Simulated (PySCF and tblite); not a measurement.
Results of a calculation; reference values are marked as such.
4 regioisomers of C₇H₁₁Cl:

```
isomer                                                         SMILES
     A   [Cl:1][C@@:2]12[CH2:3][CH2:4][CH2:5][CH2:6][C@@H:7]1[CH2:8]2
     B   [Cl:1][C@H:2]1[C@@H:3]2[CH2:4][CH2:5][CH2:6][CH2:7][C@H:8]12
     C  [Cl:1][C@@H:2]1[CH2:3][CH2:4][C@H:5]2[CH2:6][C@@H:7]2[CH2:8]1
     D   [Cl:1][C@H:2]1[CH2:3][CH2:4][CH2:5][C@@H:6]2[CH2:7][C@H:8]12
```

Protocol: conformer search, at most 3 conformers an isomer, GFN2-xTB geometries, energies PBE0/pcSseg-1 (IEF-PCM, dimethylsulfoxide) (D3(BJ) added where defined), GIAO shieldings PBE0/pcSseg-1 (IEF-PCM, dimethylsulfoxide), weights at 298.15 K with GFN2-xTB thermal terms. Programs: PySCF with density fitting and tblite.

What shifts does each isomer give (ppm; of two unlike H on one atom, a is the less shielded)?


A: ¹H (against TMS): 2.39 (H3a, 1H), 2.26 (H6a, 1H), 2.09 (H3b, 1H), 1.57 (H4a, 1H), 1.49 (H7, 1H), 1.47 (H6b, 1H), 1.29 (H5a, 1H), 1.24 (H5b, 1H), 1.12 (H8a, 1H), 1.04 (H4b, 1H), 0.67 (H8b, 1H). ¹³C (against TMS): 50.7 (C2), 38.6 (C3), 29.7 (C6), 26.3 (C4), 26.2 (C7), 25.6 (C5), 23.9 (C8).

B: ¹H (against TMS): 2.68 (H2, 1H), 2.00 (H4a/H7a, 2H), 1.75 (H4b/H7b, 2H), 1.31 (H3/H8, 2H), 1.23 (H5a/H6a, 2H), 1.05 (H5b/H6b, 2H). ¹³C (against TMS): 44.9 (C2), 26.7 (C4/C7), 26.1 (C3/C8), 25.2 (C5/C6).

C: ¹H (against TMS): 4.55 (H2, 1H), 3.12 (H8a, 1H), 2.45 (H4a, 1H), 2.09 (H3a, 1H), 1.97 (H3b, 1H), 1.79 (H8b, 1H), 1.63 (H4b, 1H), 1.55 (H6a, 1H), 1.53 (H6b, 1H), 0.64 (H5, 1H), -0.29 (H7, 1H). ¹³C (against TMS): 67.3 (C2), 43.8 (C8), 37.4 (C3), 27.2 (C6), 26.1 (C4), 15.1 (C7), 12.2 (C5).

D: ¹H (against TMS): 4.73 (H2, 1H), 2.10 (H5a, 1H), 1.68 (H4a, 1H), 1.65 (H3a, 1H), 1.58 (H3b, 1H), 1.54 (H5b, 1H), 1.22 (H6, 1H), 1.22 (H8, 1H), 1.14 (H4b, 1H), 0.86 (H7a, 1H), 0.06 (H7b, 1H). ¹³C (against TMS): 66.3 (C2), 34.8 (C3), 28.2 (C5), 23.6 (C8), 20.8 (C4), 14.8 (C7), 14.2 (C6).

Shifts are unscaled: against experiment ¹³C can be off by 15 ppm or more and ¹H by 0.8 ppm.
